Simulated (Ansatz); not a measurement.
Born–Oppenheimer molecular dynamics of CH$_{5}$AlBNO$_{2}$ (11 atoms, charge 0, multiplicity 1). It starts from a relaxed structure.

Level of theory: UKS B3LYP-D4/STO-3G (Ansatz 0.2.0).

| Property | Result |
| --- | --- |
| ensemble | NVE (Milne-controlled integrator) |
| time step | 0.5 fs |
| steps asked | 250 |
| starting velocities drawn for | 1500 K |
| seed | 168816 |

Frames 2.5 fs apart, positions in Å, forces in eV/Å.

Velocities at 40.0 fs (Å/ps):

```
N 2.88 -7.20 1.94
C -7.12 0.12 0.35
O -1.04 3.24 -0.73
Al -0.77 3.73 3.25
B -1.28 3.49 -1.81
O 3.18 -5.84 -2.35
H 22.24 27.15 3.81
H -5.00 -29.61 -25.71
H 10.75 45.48 -39.25
H 36.43 -33.57 -31.73
H -19.01 -6.73 43.01
```

```xyz
11
Properties=species:S:1:pos:R:3:forces:R:3 time_fs=40.0 energy_less_start_eV=0.931 T=700
N -0.077 -2.515 -0.964 1.76 -3.43 2.39
C 0.214 -1.566 0.171 0.64 -2.85 2.82
O 1.434 -0.720 0.089 1.50 0.79 -0.98
Al 0.055 0.246 0.192 -0.50 2.28 0.29
B -0.346 2.273 0.280 0.36 1.33 0.54
O -0.477 2.931 1.517 -1.36 -0.23 -1.56
H 0.177 -2.078 -1.836 0.38 1.99 -2.51
H 0.804 -3.216 -0.912 -2.00 0.97 -0.03
H 0.477 -2.264 1.123 -1.72 1.25 -1.95
H -0.382 3.074 -0.652 -0.29 -1.35 0.42
H -1.007 3.810 1.287 1.24 -0.74 0.56
11
Properties=species:S:1:pos:R:3:forces:R:3 time_fs=42.5 energy_less_start_eV=0.702 T=896
N -0.067 -2.538 -0.958 0.87 0.62 -2.08
C 0.198 -1.571 0.176 0.19 0.37 -1.70
O 1.434 -0.711 0.085 1.08 0.87 -0.98
Al 0.053 0.258 0.200 -0.27 1.64 0.20
B -0.348 2.285 0.276 0.69 0.19 0.56
O -0.472 2.916 1.508 -0.98 -0.98 -0.92
H 0.233 -1.974 -1.866 -0.76 -0.69 1.24
H 0.740 -3.260 -0.972 -0.39 0.38 0.48
H 0.458 -2.141 1.003 -0.62 -2.32 2.95
H -0.303 2.958 -0.717 -0.59 -0.33 0.37
H -1.019 3.776 1.405 0.78 0.25 -0.11
11
Properties=species:S:1:pos:R:3:forces:R:3 time_fs=45.0 energy_less_start_eV=0.828 T=788
N -0.053 -2.559 -0.958 -1.39 4.27 -2.68
C 0.183 -1.576 0.175 0.79 0.29 -1.40
O 1.438 -0.698 0.078 0.32 0.34 -0.67
Al 0.050 0.273 0.209 -0.07 0.89 0.17
B -0.346 2.298 0.276 0.80 -1.13 0.65
O -0.470 2.897 1.496 -0.51 -1.42 -0.27
H 0.250 -1.902 -1.841 -0.90 -1.97 1.72
H 0.658 -3.290 -1.005 1.89 -1.29 0.52
H 0.396 -2.136 1.033 -0.50 -1.88 2.54
H -0.258 2.823 -0.762 -0.67 0.79 -0.14
H -0.985 3.758 1.518 0.25 1.12 -0.44
11
Properties=species:S:1:pos:R:3:forces:R:3 time_fs=47.5 energy_less_start_eV=0.855 T=765
N -0.044 -2.564 -0.968 -0.79 0.32 1.04
C 0.172 -1.580 0.168 1.54 -2.11 3.21
O 1.443 -0.684 0.068 -0.44 -0.38 -0.24
Al 0.047 0.290 0.218 0.12 0.06 0.18
B -0.340 2.304 0.279 0.76 -1.64 -0.49
O -0.470 2.873 1.484 -1.15 0.43 0.82
H 0.221 -1.931 -1.736 0.41 0.11 -1.93
H 0.663 -3.372 -1.007 0.08 0.86 0.46
H 0.305 -2.231 1.195 -0.73 1.46 -2.44
H -0.253 2.731 -0.811 -0.66 1.13 0.18
H -0.929 3.793 1.604 0.86 -0.24 -0.78
11
Properties=species:S:1:pos:R:3:forces:R:3 time_fs=50.0 energy_less_start_eV=1.031 T=614
N -0.038 -2.568 -0.975 -0.36 -1.46 2.51
C 0.168 -1.593 0.176 0.92 -1.24 2.95
O 1.446 -0.671 0.058 -0.91 -0.84 0.23
Al 0.044 0.308 0.228 0.34 -1.05 0.04
B -0.330 2.302 0.280 0.51 -1.48 -1.72
O -0.475 2.851 1.474 -0.97 1.22 1.62
H 0.213 -1.957 -1.735 0.91 0.85 -2.79
H 0.680 -3.411 -0.983 -0.77 1.88 0.23
H 0.176 -2.255 1.234 0.11 1.79 -2.92
H -0.287 2.704 -0.848 -0.50 1.03 0.85
H -0.827 3.819 1.644 0.72 -0.71 -1.00
11
Properties=species:S:1:pos:R:3:forces:R:3 time_fs=52.5 energy_less_start_eV=0.669 T=925
N -0.034 -2.575 -0.973 -0.78 3.01 -1.43
C 0.169 -1.611 0.196 0.49 2.18 -1.58
O 1.446 -0.662 0.048 -1.11 -1.07 0.73
Al 0.042 0.323 0.238 0.50 -2.18 -0.26
B -0.316 2.292 0.271 0.00 -0.88 -1.47
O -0.483 2.833 1.470 -0.09 0.00 1.30
H 0.249 -1.951 -1.869 -0.35 -1.77 1.82
H 0.665 -3.354 -0.945 0.88 -0.17 0.13
H 0.052 -2.183 1.118 0.64 -0.47 0.72
H -0.349 2.738 -0.837 -0.18 0.86 0.79
H -0.684 3.812 1.627 0.00 0.50 -0.75
11
Properties=species:S:1:pos:R:3:forces:R:3 time_fs=55.0 energy_less_start_eV=0.862 T=758
N -0.034 -2.571 -0.976 -0.75 2.59 -1.40
C 0.173 -1.619 0.208 0.68 4.90 -5.37
O 1.443 -0.656 0.041 -1.04 -1.22 1.07
Al 0.041 0.333 0.247 0.51 -2.86 -0.56
B -0.303 2.277 0.255 -0.59 -0.01 -0.38
O -0.492 2.815 1.470 0.42 0.10 0.82
H 0.270 -2.033 -1.917 -0.50 -0.99 2.20
H 0.696 -3.301 -0.897 1.11 -0.92 0.14
H -0.042 -2.144 1.053 0.28 -2.38 3.87
H -0.423 2.823 -0.782 0.16 0.59 0.20
H -0.539 3.827 1.565 -0.29 0.20 -0.58
11
Properties=species:S:1:pos:R:3:forces:R:3 time_fs=57.5 energy_less_start_eV=0.840 T=778
N -0.036 -2.557 -0.982 0.62 -2.38 3.38
C 0.180 -1.604 0.198 -1.07 1.88 -0.25
O 1.435 -0.655 0.037 -0.67 -1.26 1.08
Al 0.041 0.337 0.255 0.32 -2.88 -0.78
B -0.293 2.262 0.236 -1.10 1.03 0.25
O -0.499 2.798 1.474 1.00 1.46 0.26
H 0.269 -2.162 -1.860 0.73 1.93 -2.06
H 0.776 -3.289 -0.844 -1.30 0.66 -0.14
H -0.104 -2.214 1.163 1.64 0.89 -1.48
H -0.486 2.941 -0.713 0.50 -0.04 -0.06
H -0.412 3.846 1.469 -0.67 -1.29 -0.19
11
Properties=species:S:1:pos:R:3:forces:R:3 time_fs=60.0 energy_less_start_eV=1.072 T=579
N -0.036 -2.552 -0.977 1.09 -1.94 2.05
C 0.181 -1.579 0.184 -1.40 0.65 1.26
O 1.425 -0.659 0.038 -0.19 -1.11 0.92
Al 0.041 0.335 0.261 0.10 -2.41 -0.95
B -0.290 2.253 0.218 -1.47 1.77 0.58
O -0.502 2.786 1.479 1.33 0.81 -0.47
H 0.302 -2.196 -1.893 0.24 1.53 -0.78
H 0.794 -3.249 -0.798 -1.25 0.30 -0.19
H -0.078 -2.244 1.210 1.68 1.74 -2.75
H -0.520 3.056 -0.647 0.75 -0.81 -0.13
H -0.324 3.801 1.363 -0.88 -0.52 0.46
11
Properties=species:S:1:pos:R:3:forces:R:3 time_fs=62.5 energy_less_start_eV=0.926 T=704
N -0.032 -2.554 -0.964 -0.08 1.69 -2.15
C 0.176 -1.551 0.176 -0.77 0.71 -0.36
O 1.414 -0.667 0.043 0.34 -0.61 0.64
Al 0.042 0.327 0.265 -0.09 -1.47 -1.08
B -0.294 2.253 0.204 -1.46 1.43 1.10
O -0.500 2.776 1.482 1.11 -0.88 -0.75
H 0.347 -2.144 -1.965 -0.96 -0.30 2.74
H 0.749 -3.199 -0.761 1.04 -1.45 0.09
H 0.044 -2.181 1.108 0.74 0.39 -0.45
H -0.511 3.126 -0.591 0.74 -1.00 -0.55
H -0.286 3.733 1.282 -0.61 1.49 0.78
11
Properties=species:S:1:pos:R:3:forces:R:3 time_fs=65.0 energy_less_start_eV=0.913 T=715
N -0.027 -2.550 -0.958 -0.05 1.33 -0.98
C 0.167 -1.518 0.165 -0.46 1.21 -3.54
O 1.404 -0.677 0.049 0.97 0.30 0.03
Al 0.043 0.316 0.267 -0.25 -0.11 -1.06
B -0.306 2.260 0.196 -1.02 0.31 1.55
O -0.494 2.765 1.482 1.12 0.32 -1.07
H 0.343 -2.102 -1.897 -0.44 -0.43 1.46
H 0.749 -3.221 -0.722 0.41 -0.59 -0.29
H 0.211 -2.107 0.997 -0.03 -2.37 3.72
H -0.458 3.139 -0.568 0.51 -0.57 -1.09
H -0.287 3.736 1.250 -0.76 0.59 1.27
11
Properties=species:S:1:pos:R:3:forces:R:3 time_fs=67.5 energy_less_start_eV=0.914 T=714
N -0.023 -2.542 -0.954 -0.29 -1.84 3.53
C 0.156 -1.483 0.141 0.43 -4.17 1.72
O 1.398 -0.685 0.056 1.57 1.23 -0.72
Al 0.043 0.305 0.266 -0.47 1.57 -0.87
B -0.324 2.270 0.196 -0.39 -0.38 1.27
O -0.484 2.754 1.479 0.86 1.78 -1.02
H 0.321 -2.073 -1.764 1.37 1.26 -3.20
H 0.769 -3.273 -0.702 -1.20 1.21 -0.85
H 0.373 -2.136 1.051 -1.37 0.45 -0.26
H -0.375 3.118 -0.607 0.26 -0.35 -0.88
H -0.333 3.772 1.291 -0.76 -0.76 1.28
```

Of the whole run (125 fs, mean temperature of the second half 730 K): The conserved energy stayed within 0.072 meV per atom of its start (net change -0.0063 meV per atom), so the integration is sound. The temperature averaged 0.49 of the 1500 K drawn at the start: a run that starts near a minimum puts about half its kinetic energy into the potential. A run of 0.12 ps of so small a system gives no equilibrium averages. Limits of this set-up: minimal basis.

Time of the run: 8.2 min on 1 CPU thread of a shared host.
